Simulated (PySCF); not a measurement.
Molecule: SMILES O=C(O)C[SiH3], C2H6O2Si.

Atom-mapped SMILES (the numbers label the heavy atoms): `[O:1]=[C:2]([OH:3])[CH2:4][SiH3:5]`. Hydrogens are named by the atom that carries them.

Geometry PBE0-D3(BJ)/def2-SVP throughout; GIAO in PySCF 2.14, gas phase, one conformer, non-relativistic; equivalent atoms averaged; basis pcSseg-2.

For orientation, WP04 gives these absolute shieldings σ: O1 -101.2, O3 109.0, C2 -9.4, C4 151.3, Si5 384.2, H(O3) 25.75, H(Si5) 28.04, H(C4) 29.63 ppm.

A run gave: O1 -97.0, O3 117.5, C2 3.6, C4 165.0, Si5 401.7, H(O3) 25.66, H(Si5) 27.20, H(C4) 29.28 ppm (absolute shieldings σ).

Which functional was used in that run?
A. mPW1PW91
B. CAM-B3LYP
C. B97-2
D. LC-wPBE

Results:

A. Si5 tells them apart best: mPW1PW91 gives 401.7, LC-wPBE gives 408.0, B97-2 gives 408.0, CAM-B3LYP gives 393.6 ppm.
